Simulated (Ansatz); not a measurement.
Input and output for BF$_{2}$H$_{4}$NSi, SMILES `BN[SiH](F)F`.

```yaml
crystal:
  periodic: [false, false, false]
  atoms:
    - {symbol: B, position_ang: [-0.263322, 0.782757, 1.316484]}
    - {symbol: N, position_ang: [-0.382364, -0.305953, 0.437264]}
    - {symbol: Si, position_ang: [0.371227, -0.404236, -1.098707]}
    - {symbol: F, position_ang: [1.339714, -1.657528, -1.151983]}
    - {symbol: F, position_ang: [-0.719624, -0.672669, -2.216602]}
    - {symbol: H, position_ang: [-0.826106, 0.756641, 2.370461]}
    - {symbol: H, position_ang: [0.405034, 1.718503, 0.984831]}
    - {symbol: H, position_ang: [-0.951805, -1.086273, 0.737426]}
    - {symbol: H, position_ang: [1.115744, 0.822459, -1.396273]}
basis:
  gaussian: {orbitals: def2-SVP}
total_charge: -1
magnetization: {spin_polarized: true, initial_magnetization: 1}
hamiltonian: {xc: {name: r2SCAN}, dispersion: rvv10}
output: {forces: true}
```

```sh
$ ansatz run in.yaml --threads 2 --pin off --events-out ev --progress --plain --max-ram 4352MiB
```

It prints (some lines left out):

```
Functional definition: r2SCAN+rVV10
1050 factors; their error is unknown
mean field evaluation 1: about -15524.7410 eV, gradient 3.4e1 eV
mean field evaluation 2: about -15498.0914 eV, gradient 7.5e1 eV
mean field evaluation 4: about -15531.2097 eV, gradient 5.2e0 eV
mean field evaluation 8: about -15531.3070 eV, gradient 1.3e-1 eV
mean field evaluation 16: about -15531.2428 eV, gradient 1.1e-3 eV
mean field -15531.24279361 eV, -570.7626452107 hartree, gradient 4.9e-5 eV, S^2 0.755729; 3 other end points of the search recorded, 0 dependent functions left out
reference -15531.24280511 eV, -570.7626456331 hartree; 25, 24 occupied and 69, 70 virtual orbitals, 1050 factors
Total energy: -15531.24280511 eV, -570.7626456331 hartree
Atom 0 at    -0.263322     0.782757     1.316484 Å, force     0.194418     2.735019     2.454870 eV/Å
Atom 1 at    -0.382364    -0.305953     0.437264 Å, force     0.451266    -2.820325    -3.791717 eV/Å
Atom 2 at     0.371227    -0.404236    -1.098707 Å, force    -1.096107     1.818487     3.762430 eV/Å
Atom 3 at     1.339714    -1.657528    -1.151983 Å, force     1.251360    -1.649215    -0.718099 eV/Å
Atom 4 at    -0.719624    -0.672669    -2.216602 Å, force    -0.987318    -0.605818    -1.865365 eV/Å
Atom 5 at    -0.826106     0.756641     2.370461 Å, force    -0.354421    -0.000897     0.669674 eV/Å
Atom 6 at     0.405034     1.718503     0.984831 Å, force     0.418475     0.606195    -0.182016 eV/Å
Atom 7 at    -0.951805    -1.086273     0.737426 Å, force    -0.093592    -0.176288    -0.009899 eV/Å
Atom 8 at     1.115744     0.822459    -1.396273 Å, force     0.215919     0.092842    -0.319877 eV/Å
Dipole moment:     0.203505    -1.059652    -1.457801 e Å
```

Hardware: 2 threads of an Intel Xeon Platinum 8488C on a shared host. Wall time 7 s, peak host memory 0.24 GiB.
